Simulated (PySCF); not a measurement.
Ta(NH)(Cl)2(Me) (CH₄Cl₂NTa), SMILES [Cl][Ta](=[NH])([Cl])[CH3], multiplicity 1. Coordinates come from a PBE0-D3(BJ)/def2-SVP optimisation. The multiplicity is an assumed one; other spin states were not compared. The def2 effective core potentials stand for the cores of Ta; spin–orbit coupling is left out.

These are PBE0-D3(BJ)/def2-SVP (PySCF) values and carry that method's errors.

Harmonic wavenumbers (cm⁻¹): 93, 122, 133, 161, 199, 222, 383, 398, 543, 544, 568, 592, 673, 1024, 1190, 1391, 1396, 3029, 3140, 3150, 3688. Rotational constants (GHz): 2.333, 1.409, 1.188; symmetry number 1.

Q: Work out the zero-point energy and the ideal-gas rigid-rotor harmonic-oscillator thermochemistry at 298.15 K and 1 atm.

A: ZPE = ½ Σ hcν = ½ × 22637 cm⁻¹ = 135.40 kJ/mol. H − E(el) = 159.47 kJ/mol. Entropy in J/(mol K): translation 179.11, rotation 120.50, vibration 86.99, total 386.59. G − E(el) = 44.20 kJ/mol. Cp = 118.81 J/(mol K). Modes under 150 cm⁻¹ make the vibrational entropy uncertain.
